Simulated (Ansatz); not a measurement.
Calculated with Ansatz (gas phase, PBE0-D4/def2-TZVP geometries, no zero-point term in ΔE). CCSD(T)/CBS is the MP2 limit (def2-TZVPP, def2-QZVPP) plus CCSD(T) − MP2 in def2-TZVPP, frozen cores. This one scheme is used for every species. DFT in def2-TZVPP. One conformer a species, not always the lowest.

`CC#CB(S)Cl` + `C=N` → `C=NC#CC` + `SBCl`  (substitution at a C–B bond)

```csv
level,ΔE (eV)
PBE0,0.87
CCSD(T)/def2-TZVPP,1.02
```

(1) What does CCSD(T)/CBS give? (Best estimate.)

Largest T1 diagnostic among the species: 0.013.

Answers

(1) Ansatz gave: +1.03 eV. The listed levels differ from it by -0.16, -0.01 eV.

From PBE to PBE0 (25 % exact exchange), in def2-TZVPP and without D4, ΔE moves by +0.06 eV. The D4 term adds +0.04 eV with B3LYP and +0.02 eV with PBE0; it sums over pairs of atoms, weighted by their polarisabilities, and B3LYP, whose exchange is more repulsive, gets the larger term. In def2-TZVPP, CCSD(T) changes the Hartree–Fock value by +0.04 eV (the triples alone add −0.01 eV) and MP2 by +0.06 eV.

B3LYP here is the variant with VWN-RPA as its local correlation; programs differ in this.
